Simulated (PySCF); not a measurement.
# Ionisation energy of Co by level of theory

Co [Ar] 3d7 4s2 (4F) → Co⁺ [Ar] 3d8 (3F), as a difference of total energies. Computed with PySCF 2.14 in aug-cc-pVTZ-DK, with scalar relativity by spin-free X2C-1e. Correlated levels: valence: [Ar] frozen. The calculations carry no spin-orbit coupling.

```
           method  ionisation energy (eV)
              UHF                   8.295
              LDA                   7.892
              PBE                   7.783
             PBE0                   7.872
           r2SCAN                   7.906
          LC-wPBE                   7.180
          r2SCANh                   7.952
            B3LYP                   8.098
            HSE06                   7.949
    MP2 (valence)                   7.429
SCS-MP2 (valence)                   7.451
```

Problem. How much does correlation contribute at MP2 (valence)?

Solution. 7.429 − (8.295) = -0.866 eV, measured against UHF.

A first-order spin-orbit estimate (lowest level to lowest level, LS coupling) adds 0.008 eV.

Errors of the correlated levels include the incompleteness of this basis and the frozen core.

MP2 underrates the near-degeneracy of ns² with np² in the lower species.

For comparison: 7.881 eV (measured; NIST Atomic Spectra Database, ionization energies).
